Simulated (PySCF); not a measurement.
```xyz
29

Si     6.8648    -0.9421     0.3287
Ge     4.5085    -0.9561    -0.0071
Ge     3.6039     1.2925     0.0367
Ge     1.2055     1.3142    -0.3064
Ge     0.2767     3.5511    -0.2228
Ge    -2.1150     3.5500    -0.6147
Ge    -3.0650     5.7779    -0.5507
Ge    -5.4516     5.7634    -0.9749
Si    -6.3560     7.9625    -0.8690
H      7.5175    -0.1489    -0.7567
H      7.1764    -0.3037     1.6435
H      7.4257    -2.3277     0.3192
H      4.1658    -1.6034    -1.3621
H      3.8177    -1.7883     1.0895
H      3.9310     1.9478     1.3923
H      4.2815     2.1392    -1.0579
H      0.8840     0.6825    -1.6744
H      0.5299     0.4451     0.7717
H      0.9665     4.4309    -1.2829
H      0.5693     4.1744     1.1554
H     -2.8035     2.6739     0.4494
H     -2.4018     2.9152    -1.9890
H     -2.7939     6.4067     0.8297
H     -2.3651     6.6601    -1.6023
H     -6.1352     4.8547     0.0640
H     -5.7043     5.1477    -2.3639
H     -7.8276     7.9609    -1.1317
H     -6.1078     8.5372     0.4880
H     -5.6842     8.8267    -1.8864
```

Charge 0, multiplicity 1.

Task: Give the Mulliken and meta-Löwdin atomic charges from PBE-D3(BJ)/def2-TZVP // r2SCAN-D4/def2-SVP (PySCF).

Result: 
```csv
atom,Mulliken (e),meta-Löwdin (e)
Si1,0.00,0.20
Ge2,0.02,0.02
Ge3,-0.05,0.05
Ge4,-0.02,0.05
Ge5,-0.03,0.05
Ge6,-0.02,0.05
Ge7,-0.05,0.05
Ge8,0.02,0.02
Si9,0.00,0.20
H10,-0.01,-0.06
H11,-0.01,-0.06
H12,-0.01,-0.06
H13,0.01,-0.03
H14,0.01,-0.03
H15,0.01,-0.03
H16,0.01,-0.03
H17,0.01,-0.03
H18,0.01,-0.03
H19,0.01,-0.03
H20,0.01,-0.03
H21,0.01,-0.03
H22,0.01,-0.03
H23,0.01,-0.03
H24,0.01,-0.03
H25,0.01,-0.03
H26,0.01,-0.03
H27,-0.01,-0.06
H28,-0.01,-0.06
H29,-0.01,-0.06
```
